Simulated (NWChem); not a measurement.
System: ScHOCl2; SMILES [Sc]([Cl])([OH])[Cl]

```xyz
5

Sc     0.0000     0.0000     0.3199
Cl    -2.0051     0.0000    -0.7898
Cl     2.0051     0.0000    -0.7898
O      0.0000     0.0000     2.1308
H      0.0000     0.0000     3.0899
```
Atoms are numbered in this order, from 1.

All runs: NWChem. Pople sets run with spherical d functions. The geometry was optimised at PBE0/def2-SVP. Level B3LYP/6-31G*: energy and gradient on several grids; changes count from the extra-fine grid, which is no exact limit either.

### Question
Which is the coarsest grid (xfine; coarse; xcoarse; medium; fine) from which on the energy stays within 50 μHa and each gradient component within 100 μHa/bohr of xfine?

### Answer
medium.
```csv
grid,size of the energy change (μHa),largest change of a gradient component (μHa/bohr)
xcoarse,2000,5000
coarse,< 10,200
medium,< 10,< 30
fine,< 10,< 30
xfine,< 10,< 30
```
